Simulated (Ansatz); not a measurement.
System: SiPH4, charge 0, doublet. SiPH4 (SMILES [SiH3][PH], doublet).
B3LYP-D3(BJ)/def2-TZVP minimum from Ansatz (a first-principles code):
```
Si
H 1 1.4808
H 1 1.4839 2 108.99
H 1 1.4839 2 108.99 3 -118.40
P 1 2.2606 2 109.00 3 120.80
H 5 1.4248 1 91.77 2 180.00
```
Charge 0, spin multiplicity 2.

Total energies in aug-cc-pV(D+d)Z, 13 correlated electrons, 10 frozen orbitals. Open shells are spin-unrestricted; no spin-orbit coupling. Cores are frozen in correlated methods. No relativity.

```json
[
 {"method": "HF", "program": "Ansatz", "energy (Eh)": "-631.98839", "minus CCSDT(Q) (mEh)": "273.36"},
 {"method": "MP2", "program": "Ansatz", "energy (Eh)": "-632.20429", "minus CCSDT(Q) (mEh)": "57.47"},
 {"method": "CCSD", "program": "Ansatz", "energy (Eh)": "-632.25191", "minus CCSDT(Q) (mEh)": "9.84"},
 {"method": "CCSD(T)", "program": "Ansatz", "energy (Eh)": "-632.25992", "minus CCSDT(Q) (mEh)": "1.83"},
 {"method": "CCSDT(Q)", "program": "Ansatz", "energy (Eh)": "-632.26176", "minus CCSDT(Q) (mEh)": "0.00"}
]
```

Rough core times of Ansatz's runs on a shared machine: CCSD(T) 30 s, CCSDT(Q) 20 min.
